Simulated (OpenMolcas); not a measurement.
A run on Ti2+ among 6 point charges of -2.2 e arranged as a tetragonal octahedron (D4h), 2.14 Å from the ion, with the axial distance 2.654 Å.

| Item | Value |
| --- | --- |
| Program | OpenMolcas |
| Method | SS-CASPT2, IPEA 0.25 Eh, imaginary shift 0.1 Eh (closed shells correlated: 3s 3p) |
| Basis | ANO-RCC-VDZP [5s4p2d1f] |
| Scalar Hamiltonian | DKH2, point nucleus |
| Active space | 2 electrons in 5 orbitals (3d) |
| State averaging | 2S+1 = 3 even, 10 roots; 2S+1 = 1 even, 15 roots |
| Spin-orbit coupling | RASSI with atomic mean-field integrals over the reference wave functions |

First CASPT2 step and the start of its output:

```
&CASPT2
Multistate=10 1 2 3 4 5 6 7 8 9 10
NoMult
Frozen=2 3
IPEA=0.25
Imaginary=0.1
MaxIter=60
WThr=0.0 0.3 0.05
PrWF=0.5
NoMix
```

```
--- CASPT2 ---
Orbital specifications:
      -----------------------

      Symmetry species                           1   2
                                                ag  au
      Frozen orbitals                            2   3
      Inactive orbitals                          1   3
      Active orbitals                            5   0
      Secondary orbitals                         7  13
      Deleted orbitals                           0   0
      Number of basis functions                 15  19
Type of calculation                        SS-CASPT2
      Fock operator                              state-specific
      IPEA shift                                 0.25
      Real shift                                 0.00
      Imaginary shift                            0.10
      The input orbitals will be transformed to quasi-canonical
Reference energy:        -858.2140174441
      E2 (Non-variational):      -0.2344745658
      Shift correction:          -0.0001218769
      E2 (Variational):          -0.2345964427
      Total energy:            -858.4486138869
      Residual norm:              0.0000000590
      Reference weight:           0.95339
      Contributions to the CASPT2 correlation energy
      Active & Virtual Only:         -0.0062863551
      One Inactive Excited:          -0.0757816834
      Two Inactive Excited:          -0.1524065273
Reference energy:        -858.2019635973
      E2 (Non-variational):      -0.2410681868
      Shift correction:          -0.0004600733
      E2 (Variational):          -0.2415282601
      Total energy:            -858.4434918574
      Residual norm:              0.0000001801
      Reference weight:           0.94358
      Contributions to the CASPT2 correlation energy
      Active & Virtual Only:         -0.0105283281
...
```

Over all roots the printed reference weights run from 0.00 to 0.95, and roots that are degenerate in the reference spread by up to 0.0088 cm-1.

Task: Did the run give usable levels, and if not, why?

Result: No. The equations converged, but the reference weight falls to 0.00 for at least one root against 0.95 for the best. A drop of that size marks an intruder state, so the energies of such roots and the levels built on them can't be trusted.
